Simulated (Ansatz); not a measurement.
## One arrangement of a pair

The pair of GeH$_{4}$ (SMILES [GeH4], atoms 1–5) and AsH$_{3}$ (SMILES [AsH3], atoms 6–9), both closed shells, in one local arrangement (a lower one may exist), relaxed at PBE0-D4/def2-TZVP:

| atom | x (Å) | y (Å) | z (Å) |
| --- | --- | --- | --- |
| Ge1 | -0.1035 | -0.1284 | -1.9395 |
| H2 | -1.1728 | -0.5719 | -0.9298 |
| H3 | 1.2328 | -0.7973 | -1.5933 |
| H4 | 0.0495 | 1.3963 | -1.8873 |
| H5 | -0.5386 | -0.5535 | -3.3499 |
| As6 | 0.4050 | 0.4203 | 1.9146 |
| H7 | 0.2979 | -1.0788 | 2.1499 |
| H8 | 0.8805 | 0.6713 | 3.3382 |
| H9 | -1.0506 | 0.6420 | 2.2970 |

Computed with Ansatz 0.2.0 (basis: def2-TZVPPD, with def2-QZVPPD for the basis limit); correlated methods freeze the cores. Filled d shells of the heavier atoms are correlated. The def2 sets are not built for correlating such inner shells, so the correlated values are less sure here. Extrapolation: Hartree–Fock as exp(−7.88 √X), correlation as X^−2.97. Interaction energies count from these two fragments, frozen as in the pair, with the counterpoise correction; negative means bound.

**Question.** What is the interaction energy by CCSD(T) at an estimated basis limit (MP2 extrapolated from triple and quadruple zeta, plus CCSD(T) − MP2 in triple zeta)? (Judge from chemistry; the value comes from the calculation.)

**Answer.** By the calculation: -4.9 kJ/mol. Hartree–Fock alone gives 3.6 kJ/mol at the basis limit, so without correlation the pair would not bind at this distance. Plain CCSD(T) in triple zeta gives -3.3 kJ/mol; the step to the limit is large here, so the limit is uncertain. It counts from the two fragments frozen as in the pair.

Basis-set superposition shift (counterpoise-corrected less uncorrected): CCSD(T) 2.5; MP2 2.7; HF 0.6; PBE0-D4 0.6; wB97M-V 0.7 kJ/mol.

No T1 diagnostic of these runs exceeds 0.012.

For scale, one of the runs: CCSD(T)/def2-TZVPPD, 227 basis functions, launched by `ansatz run in.yaml --threads 4 --pin off --events-out ev --progress --plain --max-ram 9574MiB`. The run took 2.1 min on 4 CPU threads of an Arm Neoverse V1 (shared host), with 3.6 GiB of host memory at its peak.
